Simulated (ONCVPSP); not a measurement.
# How hard is this Rb (Z = 37) ONCV potential?

```json
{
 "Element": "rubidium (Rb)",
 "Generator": "ONCVPSP 4.0.1",
 "Type": "optimised norm-conserving Vanderbilt (ONCV)",
 "Functional": "PBE",
 "Relativity": "scalar-relativistic",
 "Frozen core": "[Kr]",
 "Valence charge": "1",
 "Reference configuration": "5s1",
 "Partial waves": "5s: rc 3.35 bohr, ncon 4, nbas 7, qcut 1.7 1/bohr, local; p scattering state at 0.43 Ha: rc 3.90 bohr, ncon 4, nbas 8, qcut 2 1/bohr, 1 projector; d scattering state at 0.3 Ha: rc 3.35 bohr, ncon 4, nbas 7, qcut 3.4 1/bohr, 2 projectors, debl 1.8 Ha; f scattering state at 0.04 Ha: rc 4.00 bohr, ncon 4, nbas 8, qcut 2.8 1/bohr, 3 projectors, debl 0.8 Ha",
 "Local potential": "the s channel",
 "Core correction": "Teter function, fcfact 2.25, rcfact 1.4"
}
```

**Question.** For each optimised wave give the share of its norm inside rc, the residual kinetic energy above qcut (Ha) and the cutoffs (Ha) for errors of 10, 1, 0.1 and 0.01 mHa per electron.

**Answer.**

```json
{"wave": "5s", "norm inside rc": "0.154", "residual KE": "2.3e-04", "10 mHa": "0.4", "1 mHa": "1.1", "0.1 mHa": "2.4", "0.01 mHa": "9.6"}
{"wave": "p projector 1", "norm inside rc": "0.333", "residual KE": "2.2e-04", "10 mHa": "1.3", "1 mHa": "1.7", "0.1 mHa": "2.5", "0.01 mHa": "7.6"}
{"wave": "d projector 1", "norm inside rc": "0.328", "residual KE": "3.4e-04", "10 mHa": "3.8", "1 mHa": "5.2", "0.1 mHa": "9.8", "0.01 mHa": "15.9"}
{"wave": "d projector 2", "norm inside rc": "0.251", "residual KE": "2.1e-02", "10 mHa": "6.9", "1 mHa": "18.1", "0.1 mHa": "21.6", "0.01 mHa": "24.4"}
{"wave": "f projector 1", "norm inside rc": "0.001", "residual KE": "2.3e-08", "10 mHa": "0.0", "1 mHa": "0.2", "0.1 mHa": "0.5", "0.01 mHa": "1.1"}
{"wave": "f projector 2", "norm inside rc": "0.502", "residual KE": "7.9e-03", "10 mHa": "3.6", "1 mHa": "7.3", "0.1 mHa": "19.1", "0.01 mHa": "22.5"}
{"wave": "f projector 3", "norm inside rc": "0.296", "residual KE": "5.9e-02", "10 mHa": "5.1", "1 mHa": "8.4", "0.1 mHa": "14.9", "0.01 mHa": "26.1"}
```

The occupied waves need 1.1 Ha and 2.4 Ha for 1 and 0.1 mHa. Rows with under 1 % of the norm inside rc give no meaningful cutoff. The cutoffs count occupied waves only; projector 2 of the d channel, the hardest unoccupied one, needs 18 Ha at the loose tolerance.
